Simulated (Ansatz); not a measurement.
**The dipole moment down a group: Si to Sn**

One atom is swapped for its congeners: CH6O3Si `CO[SiH](O)O`; CH6GeO3 `C[O][GeH]([OH])[OH]`; CH6O3Sn `C[O][SnH]([OH])[OH]`. All are singlets with charge 0.

Shapes, held fixed at every level: PBE0-D4/def2-TZVP. Flexible molecules stand in one conformer, not always the lowest. Programs: Ansatz 0.2.0. Values in D.

```csv
level,CH6O3Si,CH6O3Sn
PBE-D4/def2-TZVPP,1.67,1.18
r2SCAN-D4/def2-TZVPP,1.72,1.20
B3LYP-D4/def2-TZVPP,1.73,1.22
wB97M-V/def2-TZVPP,1.75,1.21
```

**Question.** Estimate the column for CH6GeO3 from its neighbours.

**Answer.** The mean of the neighbours at wB97M-V/def2-TZVPP is 1.48 D, against 1.52 from the run. All rows: PBE-D4/def2-TZVPP 1.45; r2SCAN-D4/def2-TZVPP 1.50; B3LYP-D4/def2-TZVPP 1.53; wB97M-V/def2-TZVPP 1.52 D. At wB97M-V/def2-TZVPP the dipole moment falls at every step, from 1.75 to 1.21 D. Every level shows the same order. For atoms past krypton def2 sets carry core potentials with scalar relativity. Relativity is left out for Ge unless named.
